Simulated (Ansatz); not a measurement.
CH₆BeGeS, SMILES C[S][Be][GeH3]. Atoms are numbered in the order given.

```xyz
10

Be     0.1702    -0.0708    -0.5558
S     -0.2193    -0.5826    -2.3478
C     -1.9882    -1.1170    -2.2066
H     -2.0932    -1.9751    -1.5298
H     -2.3006    -1.4216    -3.2141
H     -2.6302    -0.2914    -1.8725
Ge     0.6289     0.5317     1.4992
H      0.8752    -0.6651     2.4506
H      1.8969     1.4166     1.5939
H     -0.5094     1.3597     2.1473
```
Charge 0, spin multiplicity 1.

Coordinates come from a B3LYP-D3(BJ)/def2-SVP optimisation. The structure was generated by enumeration; whether it is a known compound was not checked. One conformer was computed; it need not be the lowest.

Two levels are set side by side: PBE-D3(BJ)/def2-SVP (Ansatz, a first-principles code) and B3LYP-D3(BJ)/def2-SVP (Ansatz). Each level has its own optimised geometry; the coordinates shown are those of the second. Differences are taken from unrounded values.

```tsv
quantity	B3LYP-D3(BJ)
mean bond length (Å)	1.543
bond Be1–S2 (Å)	1.904
bond Be1–Ge7 (Å)	2.190
bond S2–C3 (Å)	1.853
bond C3–H4 (Å)	1.098
bond C3–H5 (Å)	1.098
bond C3–H6 (Å)	1.098
bond Ge7–H8 (Å)	1.549
bond Ge7–H9 (Å)	1.549
bond Ge7–H10 (Å)	1.550
```

What does PBE-D3(BJ) give, and how far is it from B3LYP-D3(BJ)? (An estimate is asked for; the answer gives what the named calculation found.)


| quantity | PBE-D3(BJ) | PBE-D3(BJ) minus B3LYP-D3(BJ) |
|---|---|---|
| mean bond length (Å) | 1.549 | 0.006 |
| bond Be1–S2 (Å) | 1.912 | 0.008 |
| bond Be1–Ge7 (Å) | 2.192 | 0.002 |
| bond S2–C3 (Å) | 1.852 | -0.001 |
| bond C3–H4 (Å) | 1.106 | 0.008 |
| bond C3–H5 (Å) | 1.106 | 0.008 |
| bond C3–H6 (Å) | 1.106 | 0.008 |
| bond Ge7–H8 (Å) | 1.557 | 0.008 |
| bond Ge7–H9 (Å) | 1.557 | 0.008 |
| bond Ge7–H10 (Å) | 1.558 | 0.008 |

GGA bonds tend to be longer and softer than those of functionals with exact exchange. Differences between two approximate levels are no errors against the true value.
